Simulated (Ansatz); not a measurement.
System: tribromo(ethyl)silane, C$_{2}$H$_{5}$Br$_{3}$Si (charge 0, singlet). SMILES: Br[Si](Br)(CC)Br
Coordinates optimised at B3LYP-D3(BJ)/def2-TZVP (Ansatz, a quantum-chemistry and plane-wave program):
```xyz
11

C     -3.0830     0.1164     0.2481
C     -1.9666    -0.9201     0.0935
Si    -0.2525    -0.2034     0.0064
Br    -0.0748     1.1731    -1.7333
Br     0.2056     0.9389     1.8608
Br     1.2409    -1.8357    -0.2165
H     -3.0966     0.8120    -0.5915
H     -2.9598     0.6977     1.1624
H     -4.0560    -0.3750     0.2920
H     -1.9648    -1.6253     0.9295
H     -2.1010    -1.5115    -0.8167
```
Charge 0, spin multiplicity 1.

Quantity: atomisation energy (electronic, to ground-state atoms), in kcal/mol. Correlated levels leave the core frozen unless marked. UHF or UKS for open shells. Spin-orbit coupling is left out. Frozen are the shells of the preceding noble gas and the d and f shells that filled before the atom's block. No relativistic terms. The coupled-cluster limit lacks core correlation, which all-electron functionals hold. CBS marks a two-point X^-3 extrapolation of the correlation energy; Hartree-Fock from the larger set.

```csv
level,program,atomisation energy (kcal/mol)
HF/def2-SVP,Ansatz,697.4
B2PLYP/def2-TZVPD,Ansatz,909.4
MP2/def2-QZVPPD,Ansatz,937.6
RI-MP2/def2-TZVPP,Ansatz,921.9
CCSD(T)/6-31G*,Ansatz,840.6
CCSD(T)/def2-TZVPPD,Ansatz,905.3
"CCSD(T)/CBS(def2-TZVPPD,def2-QZVPPD)",Ansatz,929.1
```
